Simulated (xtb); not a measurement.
Species: C$_{5}$H$_{4}$O, SMILES `O=C=C1C=CC1` (charge 0, multiplicity 1).

Q: Give a relaxed geometry from GFN2-xTB in xtb.

A: the end point of this relaxation (outside a Z-matrix the atoms follow the SMILES, hydrogens last).
Bonds (Å): O1–C2 1.167, C2–C3 1.289, C3–C4 1.464, C3–C6 1.536, C4–C5 1.339, C4–H7 1.073, C5–C6 1.509, C5–H8 1.071, C6–H9 1.089, C6–H10 1.089. Bond angles (°): O1–C2–C3 179.8, C2–C3–C4 137.5, C2–C3–C6 135.0, C4–C3–C6 87.5, C3–C4–C5 94.2, C3–C4–H7 130.0, C5–C4–H7 135.8, C4–C5–C6 93.3, C4–C5–H8 135.1, C6–C5–H8 131.5, C3–C6–C5 84.9, C3–C6–H9 114.1, C3–C6–H10 114.1, C5–C6–H9 115.9, C5–C6–H10 115.9, H9–C6–H10 110.0.
